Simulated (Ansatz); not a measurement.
Conformers of `CO[SiH](C)N`, each relaxed with PBE0-D4/def2-TZVP in Ansatz. CBS adds the triple-zeta coupled-cluster correction to the MP2 limit.

Not all of them had a frequency check.

Conformer A:

```xyz
14

C     0.527    0.018   -1.947
O    -0.506    0.617   -1.206
Si   -0.605    0.534    0.439
C    -0.790   -1.232    1.006
N     0.749    1.179    1.261
H     0.451   -1.076   -1.936
H     1.516    0.300   -1.565
H     0.450    0.354   -2.983
H    -1.800    1.362    0.723
H    -1.607   -1.723    0.473
H    -1.005   -1.275    2.076
H     0.121   -1.810    0.823
H     1.009    2.149    1.216
H     1.491    0.602    1.619
```

Conformer B:

Z-matrix (Å, degrees):
```
C
O 1 1.405
H 1 1.097 2 111.6
H 1 1.098 2 111.9 3 -121.5
H 1 1.092 2 108.6 3 119.2
Si 2 1.652 1 122.7 3 74.1
N 6 1.706 2 111.2 1 169.1
C 6 1.861 2 110.4 1 -69.9
H 6 1.491 2 106.8 1 51.2
H 7 1.007 6 120.1 2 78.2
H 7 1.007 6 120.2 2 -66.0
H 8 1.093 6 111.0 2 55.2
H 8 1.094 6 110.9 2 -64.4
H 8 1.092 6 110.9 2 175.3
```

(1) Which is lowest in electronic energy at CCSD(T)/CBS (frozen core, def2 sets), and by how much? (Best estimate.)

(2) Give the energies relative to A (kJ/mol) with r2SCAN-D4/def2-TZVPP, ωB97X-V/def2-TZVPP, B2PLYP/def2-TZVPP, MP2/def2-TZVPP, SCS-MP2/def2-TZVPP, CCSD/def2-TZVPP, CCSD/CBS(def2). (Estimate.)

Answers

(1) Ansatz gave: A; B lies 1.2 kJ/mol higher. Gaps under about 2 kJ/mol don't settle the order.

(2) Computed: 
| level | B |
| --- | --- |
| r2SCAN-D4/def2-TZVPP | 0.8 |
| ωB97X-V/def2-TZVPP | 1.3 |
| B2PLYP/def2-TZVPP | 0.6 |
| MP2/def2-TZVPP | 0.9 |
| SCS-MP2/def2-TZVPP | 0.8 |
| CCSD/def2-TZVPP | 0.6 |
| CCSD/CBS(def2) | 1.2 |
